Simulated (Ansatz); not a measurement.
```yaml
crystal:
  periodic: [false, false, false]
  atoms:
    - {symbol: C, position_ang: [2.356185, -1.395036, -0.451741]}
    - {symbol: C, position_ang: [1.333393, -0.390235, -0.017692]}
    - {symbol: C, position_ang: [0.368053, 0.034168, -0.936310]}
    - {symbol: C, position_ang: [-0.592774, 1.028224, -0.725290]}
    - {symbol: C, position_ang: [-1.481479, 1.431607, -1.861783]}
    - {symbol: O, position_ang: [-0.788546, 1.659536, 0.356073]}
    - {symbol: Sn, position_ang: [0.048721, 1.217394, 2.304948]}
    - {symbol: C, position_ang: [-1.292366, -0.505656, 2.502856]}
    - {symbol: O, position_ang: [1.451907, 0.009960, 1.178984]}
    - {symbol: H, position_ang: [2.312565, -2.258333, 0.216419]}
    - {symbol: H, position_ang: [3.351284, -0.956498, -0.343711]}
    - {symbol: H, position_ang: [2.213358, -1.720984, -1.480697]}
    - {symbol: H, position_ang: [0.405828, -0.406440, -1.922383]}
    - {symbol: H, position_ang: [-1.333691, 2.494863, -2.066421]}
    - {symbol: H, position_ang: [-1.290364, 0.858196, -2.767360]}
    - {symbol: H, position_ang: [-2.523971, 1.305529, -1.560272]}
    - {symbol: H, position_ang: [-0.928450, -1.178567, 3.284441]}
    - {symbol: H, position_ang: [-1.355771, -1.059831, 1.563542]}
    - {symbol: H, position_ang: [-2.295583, -0.172200, 2.782996]}
basis:
  gaussian: {orbitals: def2-TZVP, final_grid: {core_spheres: 20, valence_spheres: 16, degree: 47}}
hamiltonian: {xc: {name: HF}}
correlation: {method: ccsd, electrons: outside_noble_gas}
```

```sh
$ ansatz run in.yaml --threads 4 --pin off --events-out ev --progress --plain --max-ram 46080MiB --backend cuda --devices 0, --max-vram 37GiB
```

Output, abridged:

```
Functional definition: HF
2579 factors; integrals over basis functions are off by at most 1.2e-3 eV
mean field evaluation 1: about -16217.8452 eV, gradient 5.8e1 eV
mean field evaluation 2: about -16218.2861 eV, gradient 5.8e1 eV
mean field evaluation 4: about -16226.1481 eV, gradient 7.5e0 eV
mean field evaluation 8: about -16226.3286 eV, gradient 6.4e-1 eV
mean field evaluation 16: about -16226.3304 eV, gradient 2.1e-6 eV
mean field -16226.33040807 eV, -596.3066438948 hartree, gradient 2.1e-6 eV, S^2 0.000000; 0 other end points of the search recorded, 0 dependent functions left out
17 core orbitals not correlated, not the lowest: weight in the atoms' cores, before any rotation towards them, 0.933 or more for the frozen orbitals, at most 0.077 for the correlated occupied ones
reference -16226.33040807 eV, -596.3066438948 hartree; 25, 25 occupied and 316, 316 virtual orbitals, 2579 factors
second order -41.29634581 eV of doubles, -0.00000000 eV of singles
cycle   1  -41.42968273 eV  change   -1.3e-1 eV  update   1.7e-1
cycle   2  -42.54088000 eV  change    -1.1e0 eV  update   5.5e-2
cycle   3  -42.83091868 eV  change   -2.9e-1 eV  update   3.1e-2
cycle   4  -42.81660836 eV  change    1.4e-2 eV  update   9.4e-3
cycle   5  -42.80678409 eV  change    9.8e-3 eV  update   5.1e-3
cycle   6  -42.80916809 eV  change   -2.4e-3 eV  update   1.7e-3
cycle   7  -42.80879228 eV  change    3.8e-4 eV  update   7.5e-4
cycle   8  -42.80849722 eV  change    3.0e-4 eV  update   2.5e-4
cycle   9  -42.80872552 eV  change   -2.3e-4 eV  update   1.1e-4
cycle  10  -42.80872832 eV  change   -2.8e-6 eV  update   4.9e-5
Total energy: -16269.13913639 eV, -597.8798356436 hartree
```

Run time 4.2 s (4 threads of an AMD EPYC 7R13 on a shared host and a share of an NVIDIA H100 80 GB); peak host memory 0.92 GiB.
